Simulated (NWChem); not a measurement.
System: C4H6S; SMILES C1=CSCC1

The following NWChem deck was run.

```
start job
memory heap 200 mb stack 900 mb global 1100 mb
geometry units angstroms
  C      0.880046    -1.176853     0.104800
  C      1.265589     0.102135     0.022949
  S     -0.032572     1.256993    -0.252360
  C     -1.272972    -0.045065     0.113707
  C     -0.589720    -1.392884    -0.131748
  H      1.580775    -2.002903     0.244861
  H      2.290846     0.472326     0.087952
  H     -1.566814     0.063016     1.169902
  H     -2.160305     0.115742    -0.513496
  H     -0.746436    -1.729893    -1.174987
  H     -1.020491    -2.172171     0.517425
end
basis spherical
  * library 6-31g*
end
dft
  xc b3lyp
  iterations 150
end
driver
  maxiter 120
end
task dft optimize
task dft freq
```

B3LYP is NWChem's, with the RPA form of VWN correlation.

The level has its own optimisation; frequencies are unscaled. Brackets give each atom's bonded neighbours.

Task: Predict the main results of this run. (B3LYP/6-31G* (spherical d).) Quantities: r C–C [C(CCH)–C(CHS)] (Å); r C–C [C(CCH)–C(CCHH)] (Å); r C–H [C(CCH)–H(C)] (Å); r C–S [C(CHS)–S(CC)] (Å); highest harmonic frequency (cm⁻¹); lowest (cm⁻¹); zero-point energy (kcal/mol); dipole (D).

Result: 
* **r C–C [C(CCH)–C(CHS)] (Å)**: 1.336
* **r C–C [C(CCH)–C(CCHH)] (Å)**: 1.512
* **r C–H [C(CCH)–H(C)] (Å)**: 1.086
* **r C–S [C(CHS)–S(CC)] (Å)**: 1.777
* **highest harmonic frequency (cm⁻¹)**: 3242
* **lowest (cm⁻¹)**: 149
* **zero-point energy (kcal/mol)**: 56.6
* **dipole (D)**: 1.72
